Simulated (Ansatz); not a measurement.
`BC[SiH2][NH][AlH2]` → Al• + B• + C• + 9 H• + N• + Si•  (atomization)

Isolated molecules relaxed with PBE0-D4/def2-TZVP in Ansatz; ΔE leaves out vibrations. CCSD(T)/CBS is the MP2 limit (def2-TZVPP, def2-QZVPP) plus CCSD(T) − MP2 in def2-TZVPP, frozen cores. This one scheme is used for every species, atoms too. No spin–orbit coupling; open shells (•) take unrestricted orbitals. Spin–orbit coupling would lower the free atoms: a little for Al, B, C, Si. Each species was taken in one conformer, which may not be the lowest.

```tsv
species	HF/CBS(def2) energy (Eh)
`BC[SiH2][NH][AlH2]`	-653.23487
Al•	-241.88154
B•	-24.53319
C•	-37.69379
H•	-0.50000
N•	-54.40461
Si•	-288.85982
```

(1) Work out ΔE.

Largest T1 diagnostic among the species: 0.018.

## Answers

(1) ΔE = 9 × (-0.50000) + (-241.88154) + (-24.53319) + (-37.69379) + (-54.40461) + (-288.85982) − (-653.23487) = 1.36192 Eh = +3575.7 kJ/mol. CCSD(T)/CBS gives +4704.3 kJ/mol.

In def2-TZVPP, CCSD(T) changes the Hartree–Fock value by +1022.6 kJ/mol (the triples alone add +49.1 kJ/mol) and MP2 by +1049.3 kJ/mol; breaking electron pairs costs correlation energy, which Hartree–Fock lacks. From PBE to PBE0 (25 % exact exchange), in def2-TZVPP and without D4, ΔE moves by −28.1 kJ/mol: exact exchange takes away binding that semilocal exchange gives to molecules.

For atomizations the MP2-based limit and the directly extrapolated one differ by several kJ/mol either way, and by 10 to 25 for some Ge, Se and Sn compounds, so smaller differences from it don't rank the levels.
